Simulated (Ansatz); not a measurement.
`Cl[SiH2][SiH](Cl)Cl` + `N[SiH3]` → `[SiH3]N[SiH2]Cl` + `Cl[SiH2]Cl` at 500 K and 1 bar (cleavage of the Si–Si bond).

Program: Ansatz. Geometries: PBE0-D4/def2-TZVP. ΔE: electronic, gas phase. CCSD(T)/CBS adds triple-zeta CCSD(T) − MP2 to the extrapolated MP2 energy (def2 sets, frozen cores). This one scheme is used for every species. Each species was taken in one conformer, which may not be the lowest.

```
              species  CCSD(T)/CBS energy (Eh)  H − E (kJ/mol)  S (J/(mol·K))
`Cl[SiH2][SiH](Cl)Cl`              -1959.44429           131.7          455.4
            `N[SiH3]`               -346.80422           161.3          303.9
    `[SiH3]N[SiH2]Cl`              -1096.34659           205.7          418.2
         `Cl[SiH2]Cl`              -1209.93203            81.5          323.4
```

H − E and S are ideal-gas, rigid-rotor, harmonic terms from PBE0-D4/def2-TZVP, for one conformer and one mirror image of each species. 1 Eh = 2625.50 kJ/mol, R = 8.31446 J/(mol·K).

By hand: ΔE, ΔH, ΔS and ΔG.

ΔE = (-1096.34659) + (-1209.93203) − (-1959.44429) − (-346.80422) = -0.03011 Eh = -79.1 kJ/mol. Δ(H − E) = 205.7 + 81.5 − 131.7 − 161.3 = -5.8, so ΔH = -84.9 kJ/mol. ΔS = 418.2 + 323.4 − 455.4 − 303.9 = -17.7 J/(mol·K). ΔG = -84.9 − 500 × (-17.7)/1000 = -76.1 kJ/mol.

By hand: the equilibrium constant, and the temperature at which ΔG would vanish if ΔH and ΔS stayed fixed.

log₁₀ K = −ΔG/(RT ln 10) = 7.9. ΔG = 0 at ΔH/ΔS = 4797 K, far beyond where these terms or the molecules hold.

ΔH outweighs TΔS. A doubt of 5 kJ/mol in ΔE shifts log₁₀ K by 0.5 here. Other conformers and mirror images would add mixing entropy, several J/(mol·K) or more a flexible species. Modes under 60 cm⁻¹, often nearly free rotors, make the harmonic entropy too high. These are equilibria of isolated gas molecules and say nothing of rates. Largest T1 diagnostic: 0.010 (customary marks: 0.02 for closed shells, 0.045 for open ones).
